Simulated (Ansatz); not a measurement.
Mulliken charges of `BC(F)Cl` from r2SCAN/def2-TZVPP in Ansatz (PBE0-D4/def2-TZVP geometry).

```tsv
atom	x (Å)	y (Å)	z (Å)	charge (e)
B1	-0.329	0.790	0.066	-0.144
C2	0.552	-0.481	-0.038	0.247
F3	1.012	-1.095	1.056	-0.174
Cl4	-1.151	-1.121	-0.475	-0.078
H5	-0.434	1.484	-0.896	0.017
H6	-0.766	1.080	1.134	0.026
H7	1.177	-0.726	-0.894	0.107
```

By hand: the dipole of these point charges (1 e Å = 4.8032 D).

Σ q r = (0.196, 0.021, -0.247) e Å, of length 0.316 e Å = 1.52 D.

How does the dipole of the full density compare? (Estimate.)

Ansatz gave: (0.161, -0.044, -0.210) e Å, 1.29 D; the point charges give 1.18 times that, at 13° from its direction.

Point charges leave out the atoms' own dipoles, such as those of lone pairs, and Mulliken's split depends on the basis, so the two needn't agree.
